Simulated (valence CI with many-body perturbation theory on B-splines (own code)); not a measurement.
Results of a calculation; reference values are marked as such.
**Te12+: input, log and results**

The program does CI of the valence electrons with many-body perturbation theory for a frozen closed Dirac-Fock core.

Command, and the settings that its task file holds:

```sh
python run_cv.py task.json out
```

```
atom Te  Z=52  mass_number=130  rms_radius_fm=4.7423
core [Kr] 4d1
valence 4d4
avg = 1
basis = S
breit = 1
cap = 10000
capref = 1200
cscale = 1
de = 0.0
dress = 0
eps = 2e-08
extrap = 1
h = 0.27
hh = 1
l2 = 3
lcore = 6
maxit = 60
n2 = 5
natural = 1
nlev = 21
nno = [3, 3, 3, 3, 1]
nroot = 26
nsp = [3, 3, 2, 2, 0]
pt2 = 1
qed = 1
rpa = 1
s1 = 1
s2 = 1
s3 = 1
screen = 1
tol = 2e-05
whole = 1
```

(1) What became of the run, and why?

## Answers

(1) It gave no result: the perturbation theory needs a core of closed shells. The program said: "the core must hold closed shells only".
